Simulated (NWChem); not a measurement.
Species: Si2H3I, singlet; SMILES [Si](I)[SiH3]

Computed with NWChem. Low-valent species are run as closed-shell singlets; no triplet was tried in these runs. Coordinates come from a PBE0/def2-SVP optimisation. Not confirmed as a minimum by frequencies. def2 effective core potentials on I; no spin-orbit coupling. Ions are spin-unrestricted doublets at the neutral geometry; other ion states weren't tried.

### Question
What does the run give for B3LYP/def2-SVP? Quantities: vertical ionisation energy, ΔSCF (eV); −ε(HOMO) (eV).

### Answer
```
Property                               Value
-------------------------------------  -----
vertical ionisation energy, ΔSCF (eV)   8.32
−ε(HOMO) (eV)                           6.24
```
